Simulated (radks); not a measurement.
Question: Coherent X-ray form factor from a spherical all-electron density. All-electron calculation, Dirac Kohn-Sham, PBE, spin-unpolarised, spherical densities, finite nucleus; Fermi nuclear charge, rms radius of each element as measured or else 0.836 A^(1/3) + 0.57 fm. Program: a radial shooting solver on a logarithmic mesh with Libxc functionals.

| sin(theta)/lambda (1/angstrom) | f0 (electrons) |
|---|---|
| 0.05 | 72.782 |
| 0.1 | 69.779 |
| 0.15 | 66.115 |
| 0.2 | 62.421 |
| 0.25 | 58.864 |
| 0.3 | 55.461 |
| 0.4 | 49.162 |
| 0.5 | 43.646 |
| 0.6 | 38.909 |
| 0.8 | 31.304 |
| 1 | 25.598 |
| 1.25 | 20.636 |
| 1.5 | 17.505 |
| 2 | 13.867 |

The species is in the configuration that NIST lists as its ground one. Which atom or ion scatters so?

Answer: Neutral tungsten, [Xe] 4f14 5d4 6s2. Extrapolating in s^2 from the first two rows gives f0(0) = 73.8, near the electron count 74; among species with that count, the fall with angle is slower the higher Z, and the table is that of Z = 74; from so few rows the species is fixed only to a neighbour or two.
